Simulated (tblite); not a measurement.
Start geometry of `[H]/N=[C]/c1ccco1` [radical] from a force field or distance geometry (Å):
```
atom  x, y, z in Å
N1     2.8346    0.4706   -0.2569
C2     1.8292    0.8404    0.4320
C3     0.4492    0.4518    0.2353
C4    -0.0473   -0.8142   -0.0232
C5    -1.4034   -0.6762   -0.1330
C6    -1.6565    0.6624    0.0324
O7    -0.5406    1.3298    0.2531
H8     2.7974   -0.1548   -1.0914
H9     0.5345   -1.7444   -0.0900
H10   -2.1412   -1.4500   -0.3335
H11   -2.6506    1.0874   -0.0108
```

**Question.** What comes out of this run: tblite, GFN2-xTB geometry optimisation, gas phase?

**Answer.** 
```
atom  x, y, z in Å
N1     2.9346    0.5572   -0.0032
C2     1.7513    0.4509   -0.2730
C3     0.4379    0.2165   -0.0759
C4    -0.2425   -1.0198   -0.0881
C5    -1.6021   -0.7067    0.0220
C6    -1.6979    0.6549    0.0795
O7    -0.4742    1.2346    0.0127
H8     3.6338    0.6868   -0.7310
H9     0.2172   -1.9834   -0.1525
H10   -2.4160   -1.4030    0.0542
H11   -2.5367    1.3146    0.1692
```

The energy falls by 0.800 eV over 48 L-BFGS steps, the largest force on an atom goes from 3.86 to 0.009 eV/Å, and the atoms move by 0.534 Å rms after alignment. The bond that changes most is C2–C3 (ends: carbon bonded to C and N; carbon bonded to 2 C and O), which shortens by 0.098 Å. Bonds longer at the end by more than 0.005 Å: 4 of 11; shorter: 7. Among the angles that change most is N1–C2–C3, from 127.0° to 158.2°. Among the dihedrals that turn most is H8–N1–C2–C3, from 2° to 171°. Rotational constants go from 8271, 2121, 1735 to 8962, 1965, 1622 MHz. The orientation of the end geometry is arbitrary; only internal coordinates are fixed.

Its GFN2-xTB frequencies are all real (lowest 136 cm⁻¹).

One conformer stands for the species.

These are computed values.
